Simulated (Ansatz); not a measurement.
Species: sum formula H$_{5}$SiO$_{4}$, charge 1, multiplicity 1. It need not be the lowest isomer of its formula. 
Geometry from a B3LYP-D3(BJ)/def2-TZVP (Ansatz, a first-principles code) optimisation:
```xyz
10

O      0.3402    -0.2499     1.6031
Si     0.1904    -0.0535     0.0304
O      0.1041    -1.3262    -0.9296
O      0.9533     1.2356    -0.5124
O     -1.5580     0.3943    -0.1820
H      0.1878    -1.0707     2.0830
H      0.7924    -1.6168    -1.5364
H      1.6205     1.7207    -0.0153
H     -1.9436     1.2121     0.1730
H     -2.0397     0.0732    -0.9633
```
Charge +1, spin multiplicity 1.

Parts of the frozen-core correlation energy in cc-pVTZ (Ansatz, hartree). Frozen orbitals: 9; correlated occupied orbitals by spin: 16 and 16; virtual: 199 and 199. Spin-orbit coupling is left out. No relativistic terms.

```csv
term,value
reference (HF),-591.39641
MP2 opposite-spin,-0.79933
MP2 same-spin,-0.27337
CCSD correlation,-1.08600
(T),-0.03661
T1 diagnostic,0.010
largest doubles amplitude,0.015
```
